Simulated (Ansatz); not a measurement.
```yaml
crystal:
  periodic: [false, false, false]
  atoms:
    - {symbol: D, position_ang: [-0.703176, -1.903788, -0.455190]}
    - {symbol: C, position_ang: [-0.628615, -0.713268, -0.996424]}
    - {symbol: F, position_ang: [-1.157646, -0.684071, -2.186002]}
    - {symbol: C, position_ang: [-0.078242, 0.333064, -0.397742]}
    - {symbol: F, position_ang: [-0.045086, 1.507083, -1.020908]}
    - {symbol: C, position_ang: [0.522786, 0.290470, 0.959336]}
    - {symbol: F, position_ang: [1.825973, 0.657536, 0.904846]}
    - {symbol: F, position_ang: [-0.101947, 1.173959, 1.774905]}
    - {symbol: H, position_ang: [0.454451, -0.707184, 1.400078]}
basis:
  gaussian: {orbitals: def2-SVPD}
magnetization: {spin_polarized: true, initial_magnetization: 2}
hamiltonian: {xc: {name: PBE0}, dispersion: d3bj}
scf: {lower_state_search: full}
output: {forces: true}
```

```sh
$ ansatz run in.yaml --threads 4 --pin off --events-out ev --progress --plain --max-ram 11315MiB
```

How does Ansatz answer? (Best estimate.)

Computed: The program refused the input.
```
Error: YAML parse error: error: line 4 column 16: `D` is not an element symbol (H … Og, case-exact)
 --> <input>:4:16
2 |   periodic: [false, false, false]
3 |   atoms:
4 |     - {symbol: D, position_ang: [-0.703176, -1.903788, -0.455190]}
5 |     - {symbol: C, position_ang: [-0.628615, -0.713268, -0.996424]}
6 |     - {symbol: F, position_ang: [-1.157646, -0.684071, -2.186002]}
```
